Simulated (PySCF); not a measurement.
**s to d promotion along the 3d series**

All values are computed (PySCF 2.14, energy differences of UHF-based or UKS calculations, no spin-orbit coupling). Basis: x2c-QZVPPall, spin-free X2C. Energy of d^(n+1) s¹ above d^n s² in eV (negative where d^(n+1) s¹ lies lower), between high-spin terms; measured values are centres of gravity of the terms (NIST).

```json
{"element": "Sc", "terms": "3d1 4s2 (2D) → 3d2 4s1 (4F)", "UHF": "1.111", "LDA": "0.632", "PBE": "0.569", "r2SCAN": "n/a", "PBE0": "0.704", "MP2 (valence and next inner shell)": "1.404", "measured": "1.427"}
{"element": "Ti", "terms": "3d2 4s2 (3F) → 3d3 4s1 (5F)", "UHF": "0.740", "LDA": "-0.145", "PBE": "-0.153", "r2SCAN": "-0.365", "PBE0": "0.085", "MP2 (valence and next inner shell)": "0.620", "measured": "0.806"}
{"element": "V", "terms": "3d3 4s2 (4F) → 3d4 4s1 (6D)", "UHF": "0.403", "LDA": "-0.797", "PBE": "-0.681", "r2SCAN": "-0.593", "PBE0": "-0.407", "MP2 (valence and next inner shell)": "-0.104", "measured": "0.245"}
{"element": "Cr", "terms": "3d4 4s2 (5D) → 3d5 4s1 (7S)", "UHF": "-0.853", "LDA": "-1.932", "PBE": "-1.872", "r2SCAN": "-1.968", "PBE0": "-1.611", "MP2 (valence and next inner shell)": "-1.479", "measured": "-1.003"}
{"element": "Mn", "terms": "3d5 4s2 (6S) → 3d6 4s1 (6D)", "UHF": "3.385", "LDA": "1.190", "PBE": "1.063", "r2SCAN": "1.421", "PBE0": "1.578", "MP2 (valence and next inner shell)": "1.870", "measured": "2.145"}
{"element": "Fe", "terms": "3d6 4s2 (5D) → 3d7 4s1 (5F)", "UHF": "2.110", "LDA": "0.141", "PBE": "0.058", "r2SCAN": "n/a", "PBE0": "0.513", "MP2 (valence and next inner shell)": "0.420", "measured": "0.875"}
{"element": "Co", "terms": "3d7 4s2 (4F) → 3d8 4s1 (4F)", "UHF": "1.948", "LDA": "-0.392", "PBE": "-0.275", "r2SCAN": "-0.050", "PBE0": "0.206", "MP2 (valence and next inner shell)": "-0.319", "measured": "0.417"}
{"element": "Ni", "terms": "3d8 4s2 (3F) → 3d9 4s1 (3D)", "UHF": "1.757", "LDA": "-0.877", "PBE": "-0.543", "r2SCAN": "0.124", "PBE0": "-0.053", "MP2 (valence and next inner shell)": "-1.062", "measured": "n/a"}
{"element": "Cu", "terms": "3d9 4s2 (2D) → 3d10 4s1 (2S)", "UHF": "0.234", "LDA": "-2.113", "PBE": "-1.841", "r2SCAN": "-1.481", "PBE0": "-1.395", "MP2 (valence and next inner shell)": "-2.781", "measured": "-1.490"}
```

Which way does each method err?

Mean (and mean absolute) errors over the 6 elements with all values: UHF 0.79 (0.81) eV; LDA -0.88 (0.88) eV; PBE -0.81 (0.81) eV; r2SCAN -0.69 (0.70) eV; PBE0 -0.44 (0.48) eV; MP2 (valence and next inner shell) -0.55 (0.55) eV. A negative mean favours the extra d electron, a positive one the s² configuration.
